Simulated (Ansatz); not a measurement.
One change: `O[CH2][Ga]([F])[Cl]` becomes `[F][Ga]([Cl])[Cl]`.

Ansatz, PBE0-D4/def2-TZVP geometries, multiplicity 1. Each molecule was computed in one conformer, which needn't be the lowest.

Scalar relativity is left out up to krypton.

| property | `O[CH2][Ga]([F])[Cl]` |
| --- | --- |
| HOMO–LUMO gap (PBE0/def2-TZVPP) / eV | 6.82 |
| zero-point energy (PBE0-D4/def2-TZVP) / kJ/mol | 118.2 |
| HOMO–LUMO gap (ωB97M-V/def2-TZVPP) / eV | 10.79 |
| LUMO energy (ωB97M-V/def2-TZVPP) / eV | 0.56 |
| HOMO energy (ωB97M-V/def2-TZVPP) / eV | -10.23 |
| size of the dipole moment (ωB97M-V/def2-TZVPP) / D | 2.30 |

(1) Give the same properties after the change, and the shifts. (Estimate.)

Results:

(1) The calculation gave: 
```csv
property,`[F][Ga]([Cl])[Cl]`,shift
HOMO–LUMO gap (PBE0/def2-TZVPP) / eV,7.72,0.90
zero-point energy (PBE0-D4/def2-TZVP) / kJ/mol,12.3,-105.9
HOMO–LUMO gap (ωB97M-V/def2-TZVPP) / eV,11.97,1.18
LUMO energy (ωB97M-V/def2-TZVPP) / eV,-0.03,-0.59
HOMO energy (ωB97M-V/def2-TZVPP) / eV,-12.00,-1.77
size of the dipole moment (ωB97M-V/def2-TZVPP) / D,0.85,-1.45
```

With PBE0 the HOMO falls by 1.76 eV and the LUMO falls by 0.86 eV, so the gap widens by about 0.90 eV. PBE moves the HOMO by -1.73 eV and ωB97M-V by -1.77 eV. The zero-point energy changes by -105.9 kJ/mol with -12 modes. Dipoles are sizes alone; their direction can turn.
